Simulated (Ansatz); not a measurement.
A geometry relaxed with B3LYP-D3(BJ)/def2-TZVP (Ansatz, a quantum-chemistry and plane-wave program), charge 0, multiplicity 1:

```xyz
7

H     -1.5824    -1.3480    -0.0085
H      1.7824    -0.1116    -1.2022
H     -1.4111     1.5262    -0.0214
H      1.7588    -0.0992     1.2376
C     -0.7036     0.7082    -0.0104
C     -0.7827    -0.6197    -0.0044
Si     0.9387    -0.0559     0.0094
```

### Question
Write the SMILES of this molecule.

### Answer
`C1=C[SiH2]1`
